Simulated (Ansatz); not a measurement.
C$_{3}$H$_{6}$AlN (`C=C1[CH2][AlH][NH]1`), relaxed with RKS PBE-D4/def2-SVP in the Gaussian-basis code of Ansatz from a rough embedded geometry. The force threshold is 0.03 eV/Å; the program also tests the step.

Charge 0, multiplicity 1.

Start:

```xyz
11

C    -1.455    0.284   -1.168
C    -0.429    0.042   -0.398
C     0.070    0.590    0.949
Al    1.569   -0.506    0.994
N     0.695   -0.907   -0.561
H    -2.226    1.065   -0.799
H    -1.668   -0.215   -2.089
H     0.285    1.622    0.830
H    -0.656    0.376    1.699
H     2.880   -0.792    1.876
H     0.936   -1.559   -1.333
```

Q: By how much does the energy fall, and how many steps does the optimiser take? (Estimate.)

A: Computed: 0.93 eV, in 5 steps.

Q: Which bonds change most? (An estimate is asked.)

A: Ansatz gave: C3–Al4 from 1.857 to 1.979 Å; C2–N5 from 1.480 to 1.412 Å; C1–H6 from 1.158 to 1.098 Å.

Q: Give the relaxed structure. (Best estimate.)

A: The calculation gave: 
```xyz
11

C    -1.377    0.228   -1.137
C    -0.311    0.000   -0.333
C    -0.005    0.688    1.008
Al    1.593   -0.479    0.998
N     0.745   -0.913   -0.547
H    -2.135    0.970   -0.856
H    -1.513   -0.317   -2.085
H     0.128    1.785    0.906
H    -0.795    0.515    1.767
H     2.939   -0.998    1.675
H     0.731   -1.480   -1.396
```
